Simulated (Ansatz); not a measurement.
Si50H52⁺, a nanocrystal cut from cubic silicon. Charge 1, multiplicity 2. Geometry PBE-D4/def2-SVP, that of the neutral singlet; atoms count from 1.

Cartesian coordinates in Å:
```
Si -0.039 -2.810 -5.149
Si -1.083 -4.927 -1.625
Si 3.371 -2.198 -3.530
Si 2.454 -4.101 -0.335
Si -3.221 -1.979 -3.029
Si 1.189 0.731 -4.769
Si -1.964 1.670 -2.816
Si -4.216 -3.843 0.173
Si -0.705 -3.109 1.616
Si -2.904 -0.235 0.383
Si -3.907 -2.150 3.563
Si 0.234 -1.223 -1.577
Si 3.708 -0.467 -0.106
Si 1.527 2.395 -1.334
Si 0.549 0.496 1.868
Si 4.665 1.331 -3.465
Si 5.011 3.212 0.309
Si -0.476 -1.610 5.028
Si 2.767 -2.389 3.096
Si 3.999 1.228 3.341
Si -5.145 2.633 -0.841
Si -2.593 1.444 3.829
Si -1.649 3.387 0.625
Si 1.816 4.140 2.066
Si 0.914 2.387 5.278
Si -2.350 -2.342 -5.187
Si -3.255 -4.077 -1.959
Si 1.171 -1.379 -3.726
Si 0.241 -3.325 -0.524
Si 3.356 -4.315 -2.499
Si 4.652 -0.687 -2.252
Si 3.713 -2.574 0.945
Si -1.967 -0.435 -1.770
Si -4.180 2.443 -2.982
Si -5.121 0.526 0.206
Si -0.964 1.663 -4.945
Si 2.482 2.213 -3.478
Si -0.695 3.166 -1.515
Si -2.921 -2.339 1.436
Si 0.555 -1.608 2.914
Si -1.651 1.285 1.677
Si -2.630 -0.669 4.868
Si 1.493 0.292 -0.282
Si 4.968 1.033 1.201
Si 2.796 3.917 -0.062
Si 1.798 2.039 3.126
Si 3.988 -0.867 4.414
Si -3.867 4.147 0.433
Si -1.393 2.875 5.262
Si -0.350 5.001 1.740
H 0.167 -4.247 -4.743
H 0.525 -2.649 -6.540
H -0.460 -5.382 -2.919
H -1.174 -6.129 -0.715
H 3.973 -2.301 -4.913
H 2.433 -5.444 0.361
H -4.642 -1.475 -3.142
H 1.819 0.571 -6.135
H -4.245 -5.176 0.882
H -5.630 -3.329 0.070
H -0.693 -4.463 2.291
H -3.945 -3.515 4.206
H -5.324 -1.654 3.419
H 5.048 1.018 -4.893
H 5.672 2.310 -2.924
H 5.849 3.294 -0.940
H 5.627 4.132 1.337
H -0.617 -3.054 5.449
H 0.362 -0.912 6.067
H 2.742 -3.751 3.753
H 4.801 2.222 4.153
H -6.566 3.137 -0.963
H -4.015 1.941 3.702
H 2.647 5.081 2.909
H 1.157 1.178 6.144
H 1.664 3.543 5.895
H -3.079 -3.517 -5.794
H -2.599 -1.147 -6.070
H -4.056 -5.040 -2.807
H 2.531 -5.288 -3.306
H 4.768 -4.843 -2.419
H 6.060 -1.218 -2.100
H 5.143 -3.054 1.055
H -4.979 1.484 -3.830
H -4.183 3.789 -3.666
H -5.928 -0.465 -0.596
H -5.730 0.621 1.584
H -1.816 0.946 -5.960
H -0.834 3.102 -5.386
H 2.470 3.583 -4.118
H -0.695 4.519 -2.191
H -3.227 -0.519 6.250
H 6.373 0.489 1.328
H 2.778 5.253 -0.769
H 5.407 -1.352 4.582
H 3.362 -0.754 5.783
H -3.868 5.503 -0.231
H -4.461 4.300 1.812
H -1.592 4.315 4.870
H -1.941 2.704 6.660
H -0.259 6.207 0.836
H -0.991 5.440 3.031
```

Single mean-field runs in def2-SVP are fitted with def2-universal-jkfit.

Q: Estimate the Mulliken populations of the heavy atoms from the PBE0/def2-SVP orbitals of Ansatz.

A: 
| atom | charge (e) | spin (α − β) |
| --- | --- | --- |
| Si1 | 0.13 | 0.01 |
| Si2 | 0.14 | 0.01 |
| Si3 | -0.02 | 0.00 |
| Si4 | 0.00 | 0.01 |
| Si5 | -0.01 | 0.01 |
| Si6 | -0.01 | -0.01 |
| Si7 | -0.24 | 0.01 |
| Si8 | 0.18 | 0.01 |
| Si9 | 0.13 | 0.04 |
| Si10 | -0.13 | 0.04 |
| Si11 | 0.18 | 0.03 |
| Si12 | -0.04 | 0.03 |
| Si13 | -0.20 | 0.02 |
| Si14 | -0.18 | 0.01 |
| Si15 | -0.04 | 0.06 |
| Si16 | 0.12 | 0.00 |
| Si17 | 0.11 | 0.00 |
| Si18 | 0.15 | 0.03 |
| Si19 | 0.00 | 0.01 |
| Si20 | -0.01 | 0.00 |
| Si21 | -0.11 | 0.00 |
| Si22 | -0.01 | 0.05 |
| Si23 | -0.23 | 0.01 |
| Si24 | 0.00 | 0.00 |
| Si25 | 0.13 | 0.02 |
| Si26 | 0.09 | 0.01 |
| Si27 | -0.08 | 0.00 |
| Si28 | -0.23 | 0.06 |
| Si29 | -0.21 | 0.02 |
| Si30 | 0.14 | 0.01 |
| Si31 | 0.01 | 0.02 |
| Si32 | 0.04 | 0.01 |
| Si33 | -0.10 | 0.04 |
| Si34 | 0.17 | 0.01 |
| Si35 | 0.16 | 0.01 |
| Si36 | 0.17 | 0.02 |
| Si37 | 0.01 | 0.03 |
| Si38 | 0.12 | 0.02 |
| Si39 | -0.25 | 0.01 |
| Si40 | -0.21 | 0.01 |
| Si41 | -0.10 | 0.03 |
| Si42 | -0.08 | 0.00 |
| Si43 | -0.04 | 0.07 |
| Si44 | 0.01 | 0.01 |
| Si45 | 0.01 | 0.01 |
| Si46 | -0.23 | 0.02 |
| Si47 | 0.14 | 0.00 |
| Si48 | 0.17 | 0.01 |
| Si49 | 0.09 | 0.00 |
| Si50 | 0.16 | 0.00 |
Mulliken values depend strongly on the basis.

Q: Where does the spin sit?

A: Summed by element: Si 0.86, H 0.14, of 1 unpaired in all. Largest on single atoms: Si43 0.07, Si15 0.06, Si28 0.06.

Q: And the Mayer bond orders between heavy atoms (over 0.3, the first 40 of 74)?

A: Si1–Si26 0.95 (2.36 Å); Si1–Si28 0.91 (2.35 Å); Si2–Si27 0.94 (2.36 Å); Si2–Si29 0.91 (2.35 Å); Si3–Si28 0.91 (2.36 Å); Si3–Si30 0.94 (2.35 Å); Si3–Si31 0.93 (2.36 Å); Si4–Si29 0.92 (2.35 Å); Si4–Si30 0.93 (2.35 Å); Si4–Si32 0.93 (2.36 Å); Si5–Si26 0.93 (2.36 Å); Si5–Si27 0.93 (2.35 Å); Si5–Si33 0.90 (2.35 Å); Si6–Si28 0.92 (2.35 Å); Si6–Si36 0.94 (2.35 Å); Si6–Si37 0.93 (2.35 Å); Si7–Si33 0.93 (2.35 Å); Si7–Si34 0.91 (2.35 Å); Si7–Si36 0.91 (2.35 Å); Si7–Si38 0.92 (2.35 Å); Si8–Si27 0.94 (2.35 Å); Si8–Si39 0.91 (2.35 Å); Si9–Si29 0.90 (2.35 Å); Si9–Si39 0.93 (2.35 Å); Si9–Si40 0.92 (2.35 Å); Si10–Si33 0.88 (2.36 Å); Si10–Si35 0.90 (2.35 Å); Si10–Si39 0.93 (2.35 Å); Si10–Si41 0.92 (2.36 Å); Si11–Si39 0.90 (2.35 Å); Si11–Si42 0.94 (2.35 Å); Si12–Si28 0.86 (2.35 Å); Si12–Si29 0.93 (2.35 Å); Si12–Si33 0.93 (2.35 Å); Si12–Si43 0.91 (2.36 Å); Si13–Si31 0.89 (2.35 Å); Si13–Si32 0.92 (2.35 Å); Si13–Si43 0.91 (2.35 Å); Si13–Si44 0.91 (2.35 Å); Si14–Si37 0.89 (2.35 Å).
